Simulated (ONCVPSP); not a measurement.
## u(r) = r·R(r): atom against pseudo-atom (Tc)

Columns: radius, all-electron u(r) and pseudo u(r) of the 4p shell (level -47.12 eV) of technetium in the configuration [Ar] 3d10 4s2 4p6 4d5 5s1.75; PBE, scalar-relativistic, ONCV scheme, ONCVPSP 4.0.1.

```csv
r (bohr),all-electron,pseudo
0.098,0.3163,0.0253
0.195,-0.2454,0.0971
0.292,-0.5516,0.2076
0.390,-0.4189,0.3465
0.488,-0.0678,0.4983
0.585,0.3102,0.6463
0.682,0.6265,0.7790
0.780,0.8532,0.8865
0.878,0.9884,0.9605
0.975,1.0461,0.9980
1.072,1.0466,1.0010
1.170,1.0067,0.9735
1.268,0.9414,0.9218
1.365,0.8629,0.8538
1.463,0.7779,0.7750
1.560,0.6935,0.6931
1.658,0.6117,0.6116
1.755,0.5361,0.5360
1.852,0.4671,0.4670
1.950,0.4043,0.4042
2.047,0.3490,0.3490
2.145,0.2998,0.2998
2.242,0.2572,0.2572
2.340,0.2198,0.2198
2.438,0.1875,0.1874
2.535,0.1598,0.1598
```

How many radial nodes do the two functions have?

The all-electron 4p function has n − l − 1 = 2; the pseudo-wave has 0, since the states of the same l below it are removed with the core.

At about which radius was the pseudo-wave matched?

1.65 bohr, where the columns begin to agree (steps of 0.10 bohr).

Is the pseudo-wave norm-conserving?

Yes: the ONCV scheme keeps the norm inside the radius equal to the all-electron one, which fixes the energy derivative of the logarithmic derivative at the level.
